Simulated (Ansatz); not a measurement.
Reaction (ligand exchange at a B–N bond): `OB(F)N[SiH3]` + dimethylamine → `CN(C)B(O)F` + `N[SiH3]`

Isolated molecules relaxed with PBE0-D4/def2-TZVP in Ansatz; ΔE leaves out vibrations. CCSD(T)/CBS is the MP2 limit (def2-TZVPP, def2-QZVPP) plus CCSD(T) − MP2 in def2-TZVPP, frozen cores. This one scheme is used for every species. Functionals use def2-TZVPP. One conformer a species, not always the lowest.

`OB(F)N[SiH3]`:

Z-matrix (Å, degrees):
```
Si
N 1 1.739
H 1 1.484 2 111.5
H 1 1.484 2 111.5 3 -121.6
H 1 1.486 2 106.4 3 119.2
B 2 1.410 1 126.1 3 60.9
H 2 1.007 1 117.6 3 -119.0
F 6 1.343 2 120.4 1 -180.0
O 6 1.362 2 119.8 1 0.0
H 9 0.959 6 113.3 2 -180.0
```

`CNC`:

Cartesian coordinates in Å:
```
C -1.170 0.289 -0.087
N 0.032 -0.277 -0.653
C 1.191 -0.081 0.186
H -2.025 0.066 -0.728
H -1.071 1.378 -0.036
H -1.398 -0.068 0.932
H -0.103 -1.264 -0.827
H 1.417 0.987 0.252
H 2.060 -0.575 -0.256
H 1.068 -0.455 1.217
```

`CN(C)B(O)F`:

Z-matrix (Å, degrees):
```
C
N 1 1.444
H 1 1.097 2 111.0
H 1 1.097 2 111.0 3 -119.6
H 1 1.088 2 110.2 3 120.2
C 2 1.438 1 113.4 3 59.8
B 2 1.409 1 122.0 3 -120.2
H 6 1.097 2 111.3 1 -59.9
H 6 1.091 2 111.8 1 -179.9
H 6 1.097 2 111.3 1 60.1
O 7 1.365 2 126.3 1 -179.9
F 7 1.340 2 118.7 1 0.0
H 11 0.957 7 114.9 2 0.0
```

`N[SiH3]`:

```xyz
7

N     0.300   -0.314   -0.974
Si   -0.254    0.105    0.599
H     1.230   -0.682   -1.094
H     0.041    0.258   -1.762
H     0.035   -1.037    1.504
H     0.366    1.321    1.208
H    -1.717    0.348    0.519
```

CCSD(T)/CBS gives +5.6 kJ/mol.

Another level gave +5.2 kJ/mol. Which?
A. HF/def2-TZVPP
B. LDA (SPW92)/def2-TZVPP
C. MP2/def2-TZVPP
D. revPBE/def2-TZVPP

C. MP2/def2-TZVPP 5.2, LDA (SPW92) -3.6, revPBE 9.4, HF/def2-TZVPP 16.2 kJ/mol.

Largest T1 diagnostic among the species: 0.012.

At CCSD(T), def2-SVP lies +5.6 kJ/mol from the extrapolated value and def2-TZVPP +0.5 kJ/mol. Leaving LDA and LC-ωPBE aside and taking each functional with its dispersion term where it has one, the values, not all of them listed here, spread over 3.9 kJ/mol, from PBE-D4 to BHLYP-D4. LDA lies −9.2 kJ/mol from PBE without D4. In def2-TZVPP, CCSD(T) changes the Hartree–Fock value by −10.1 kJ/mol (the triples alone add −1.5 kJ/mol) and MP2 by −11.0 kJ/mol.

CCSD(T)/CBS has its own doubt, a few kJ/mol and more with outer-core shells, so smaller differences from it don't rank the levels.
